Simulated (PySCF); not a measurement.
## Calculated properties of `Cc1ccc2c(c1)CC2`

Compound: C9H10.
Geometry (GFN2-xTB, Å), atoms numbered from 1 in this order:
```
atom  x, y, z in Å
C1     2.9243   -0.4518   -0.3466
C2     1.4907   -0.0920   -0.0866
C3     1.1839    1.0673    0.6165
C4    -0.1263    1.4649    0.8847
C5    -1.1080    0.6351    0.4072
C6    -0.8123   -0.5267   -0.3051
C7     0.4723   -0.9227   -0.5715
C8    -2.2661   -0.8854   -0.4805
C9    -2.5956    0.4077    0.3191
H10    3.0568   -1.5315   -0.3505
H11    3.5773   -0.0197    0.4078
H12    3.2353   -0.0716   -1.3205
H13    1.9986    1.6826    0.9732
H14   -0.3283    2.3709    1.4374
H15    0.7125   -1.8228   -1.1193
H16   -2.5713   -1.8130    0.0017
H17   -2.6178   -0.8852   -1.5113
H18   -3.0894    0.2391    1.2751
H19   -3.1462    1.1640   -0.2383
```

Structural features include: benzene ring.

From GFN2-xTB geometry:

| Property | Result |
| --- | --- |
| Rotational constants A, B, C of the GFN2-xTB geometry | 3.971, 1.299, 0.997 GHz |

**PBE0/pcSseg-1 ground state and GIAO shieldings, non-relativistic (PySCF)**

| Item | Value |
| --- | --- |
| Dipole moment | 0.26 D |
| HOMO energy | -6.59 eV |
| LUMO energy | -0.17 eV |
| HOMO–LUMO gap | 6.42 eV |
| Lowest Hirshfeld atomic charge | -0.12 e on C1 |
| Highest Hirshfeld atomic charge | +0.05 e on H14/H15 |
| 13C chemical shifts (computed TMS as zero) by class | 151.4 (C6), 147.7 (C5), 141.7 (C2), 132.4 (C3), 128.0 (C7), 127.4 (C4), 30.2 (C8), 30.1 (C9), 25.1 (C1) ppm |
| 1H chemical shifts (computed TMS as zero) by class | 7.33 (H13), 7.25 (H14), 7.20 (H15), 3.23 (H16/H17), 3.22 (H18/H19), 2.48 (H10/H11/H12) ppm |
| Mayer bond orders between heavy atoms | C1–C2 1.07, C2–C3 1.45, C3–C4 1.43, C4–C5 1.42, C5–C6 1.32, C6–C7 1.42, C6–C8 1.09, C8–C9 1.10, C7–C2 1.38, C9–C5 1.09 |

Monoisotopic mass (most abundant isotopes): 118.0783 u.

The dipole matches unit charges of opposite sign 0.05 Å apart (1 e·Å = 4.8032 D). With B = h/(8π²I), that is 505.379 GHz u Å² over I, the principal moments of inertia are 127.3, 389.2 and 507.0 u Å² (most abundant isotopes). The rotational constants make it an asymmetric top with κ = (2B − A − C)/(A − C) = -0.80, nearer the prolate limit (−1).

Geometry: GFN2-xTB; no solvent or vibrations. NMR classes are plain means over equivalent atoms (diastereotopic ones count apart unless rotation or inversion swaps them), as if these changed places fast; in this geometry the members of some classes differ.
